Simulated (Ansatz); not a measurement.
Breaking the Pb1–H2 bond in H2OPb (SMILES [OH][PbH]) (multiplicity 1 held, fragments rigid). Energies count from the point at 1.879 Å.
Geometry at that point (charge 0, multiplicity 1):
| atom | x (Å) | y (Å) | z (Å) |
|---|---|---|---|
| Pb | -0.1201 | -0.1016 | 0.1405 |
| H | -1.4864 | 0.0214 | -1.1432 |
| O | 1.2989 | 0.8935 | -1.0580 |
| H | 0.9450 | 1.1577 | -1.9145 |

U- levels take the lowest unrestricted solution at each point, which mixes spins at long bonds. Active spaces are followed from a long bond inwards. Curves can end on different states.

Frozen-core correlation. Filled d and f shells under p-block atoms count as core.

Run with Ansatz (Gaussian basis) for Hartree–Fock, density functionals and correlated methods. Values without a source in brackets are computed. In def2 rows elements past Kr take small-core potentials, without spin–orbit coupling.

Energies in kJ/mol.

```tsv
R (Å)	U-PBE/def2-TZVPP	U-B3LYP/def2-TZVPP	FIC-MRCISD on CASSCF(2,2)/def2-TZVPP	FIC-MRCISD+Q on CASSCF(2,2)/def2-TZVPP
1.503	101	99	103	102
1.691	20	19	19	19
1.879	0	0	0	0
2.067	10	12	12	12
2.255	35	38	38	39
2.536	81	88	87	88
2.818	129	138	134	136
3.288	196	202	195	198
3.758	231	233	229	233
4.321	249	251	245	249
5.073	256	260	250	255
6.012	256	262	251	256
```

Doubts at one or more of the structures used: a spin-contaminated determinant (U-PBE/def2-TZVPP, U-B3LYP/def2-TZVPP).

Ansatz is a program for electronic structure.
